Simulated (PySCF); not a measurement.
Zero-point energy (kcal/mol) of eight silicon and germanium compounds: PBE-D3(BJ) beside PBE0-D3(BJ), computed with PySCF for isolated molecules in the bases named; differences from unrounded values. The eight are the first of their class met in an unordered collection, after screening for sound electronic states; none was chosen by its value. Each level has its own optimised geometry.

```
molecule                                                    basis  PBE0-D3(BJ)  PBE-D3(BJ)  difference
-------------------------------------------------------  --------  -----------  ----------  ----------
Ge(H)2(PH2)2 (GeH₆P₂), SMILES [PH2][GeH2][PH2]           def2-SVP        32.16       30.95       -1.21
Si(F)2(OMe)(SH) (CH4F2OSSi), SMILES CO[Si](F)(F)S        def2-SVP        37.16       35.82       -1.34
C2H8BClSi, SMILES Cl[SiH2]B(C)C                          def2-SVP        59.76       57.84       -1.91
ethenyl silylformate (C₃H₆O₂Si), SMILES C=COC(=O)[SiH3]  def2-SVP        51.27       49.33       -1.94
Si(F)(NHMe)(OH)2 (CH₆FNO₂Si), SMILES O[Si](NC)(F)O       def2-SVP        54.93       53.03       -1.90
C₂H₅ClOSi, SMILES C=C[Si@H](O)Cl                         def2-SVP        42.52       41.07       -1.44
Si(Br)(OH)2(NH2) (BrH₄NO₂Si), SMILES N[Si](O)(O)Br       def2-SVP        35.70       34.47       -1.23
ClF3H2OSi2, SMILES F[Si](F)(F)O[SiH2]Cl                  def2-SVP        21.49       20.73       -0.76
```

PBE-D3(BJ) lies below PBE0-D3(BJ) in 8 and above it in 0 of the eight; the mean signed difference is -1.47 and the largest -1.94 kcal/mol.
